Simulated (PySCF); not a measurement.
**Level sweep**

C2H7FSi2.
Z-matrix (Å and degrees, PBE0-D3(BJ)/def2-SVP geometry), rows numbered from 1:
```
F 
Si  1  1.6309
C   2  1.8855  1  111.53
Si  3  1.9096  2   87.65  1   108.89
C   2  1.8852  1  111.18  3   102.14
H   2  1.4918  1  106.77  3  -129.08
H   3  1.1021  2  113.73  1  -135.49
H   3  1.1006  2  115.91  1    -9.15
H   4  1.4941  3  112.82  2  -110.48
H   4  1.4948  3  114.63  2   123.33
H   5  1.1007  2  115.46  1     8.47
H   5  1.1016  2  114.25  1   134.86
```

PySCF, dipoles from the SCF density, polarisabilities from static response with core orbitals frozen. Isolated species at its PBE0-D3(BJ)/def2-SVP geometry, gas phase.

Task: Compare the levels for these properties.

Result: 

| level | μ (D) | α (Å³) | anisotropy (Å³) |
| --- | --- | --- | --- |
| LDA/def2-SVPD | 1.634 | 11.52 | 3.09 |
| PBE/def2-SVPD | 1.572 | 11.33 | 3.04 |
| B3LYP/def2-SVPD | 1.670 | 10.96 | 2.83 |
| PBE0/def2-SVPD | 1.677 | 10.87 | 2.81 |
| BHandHLYP/def2-SVPD | 1.775 | 10.50 | 2.61 |
| CAM-B3LYP/def2-SVPD | 1.723 | 10.77 | 2.67 |
| wB97X-D/def2-SVPD | 1.700 | 10.75 | 2.69 |
| LC-wPBE/def2-SVPD | 1.713 | 10.53 | 2.54 |
| HF/def2-SVPD | 1.831 | 10.01 | 2.33 |
| PBE0/6-31G* | 1.487 | 8.99 | 2.72 |
| PBE0/6-31+G* | 1.714 | 10.06 | 2.75 |
| PBE0/def2-SVP | 1.533 | 9.49 | 2.62 |
| PBE0/aug-cc-pVDZ | 1.627 | 11.09 | 2.92 |
| PBE0/def2-TZVP | 1.557 | 10.51 | 2.83 |
| PBE0/def2-TZVPD | 1.580 | 11.03 | 2.89 |

The anisotropy is √(½[(α1 − α2)² + (α2 − α3)² + (α3 − α1)²]). The dipole runs from 1.49 D (PBE0/6-31G*) to 1.83 D (HF/def2-SVPD). No reference polarisability is at hand; against PBE0 in the largest diffuse basis at hand (def2-TZVPD) the other PBE0 rows deviate by 6-31G* -19%, 6-31+G* -9%, def2-SVP -14%, def2-SVPD -1%, aug-cc-pVDZ +1%, def2-TZVP -5%. In one basis (def2-SVPD) the functionals order the polarisability from HF (lowest) to LDA (highest), a spread of 15%. With PBE0 the polarisability is 9.67 Å³ without diffuse functions (mean of 6-31G*, def2-SVP and def2-TZVP) and 10.76 Å³ with them (mean of 6-31+G*, def2-SVPD, aug-cc-pVDZ and def2-TZVPD).

Without π bonds the low states are Rydberg-like; a valence basis with one diffuse set may place them up to an eV too high.
